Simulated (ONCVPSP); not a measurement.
## An all-electron radial function and its pseudo partner (Mn (Z = 25))

Columns: radius, all-electron u(r) and pseudo u(r) of the 3s shell (level -85.88 eV) of manganese in the configuration [Ne] 3s2 3p6 3d5 4s2; PW91, scalar-relativistic, ONCV scheme, ONCVPSP 4.0.1.

| r (bohr) | all-electron | pseudo |
| --- | --- | --- |
| 0.085 | -0.0564 | 0.2181 |
| 0.170 | -0.6196 | 0.4263 |
| 0.255 | -0.4855 | 0.6153 |
| 0.340 | -0.0184 | 0.7776 |
| 0.425 | 0.4718 | 0.9073 |
| 0.510 | 0.8496 | 1.0010 |
| 0.595 | 1.0849 | 1.0577 |
| 0.680 | 1.1935 | 1.0788 |
| 0.765 | 1.2066 | 1.0672 |
| 0.850 | 1.1564 | 1.0281 |
| 0.935 | 1.0684 | 0.9669 |
| 1.020 | 0.9616 | 0.8900 |
| 1.105 | 0.8490 | 0.8034 |
| 1.190 | 0.7388 | 0.7126 |
| 1.275 | 0.6356 | 0.6224 |
| 1.360 | 0.5418 | 0.5362 |
| 1.445 | 0.4587 | 0.4568 |
| 1.530 | 0.3860 | 0.3855 |
| 1.615 | 0.3233 | 0.3232 |
| 1.700 | 0.2696 | 0.2696 |
| 1.785 | 0.2242 | 0.2241 |
| 1.870 | 0.1859 | 0.1858 |
| 1.955 | 0.1537 | 0.1537 |
| 2.040 | 0.1269 | 0.1268 |
| 2.125 | 0.1045 | 0.1045 |
| 2.210 | 0.0860 | 0.0860 |

(1) How many radial nodes do the two functions have?

(2) At about which radius was the pseudo-wave matched?

(3) Is the pseudo-wave norm-conserving?

## Answers

(1) The all-electron 3s function has n − l − 1 = 2 (the table is too coarse to show those close to the nucleus); the pseudo-wave has 0, since the states of the same l below it are removed with the core.

(2) 1.70 bohr, where the columns begin to agree (steps of 0.09 bohr).

(3) Yes: the ONCV scheme keeps the norm inside the radius equal to the all-electron one, which fixes the energy derivative of the logarithmic derivative at the level.
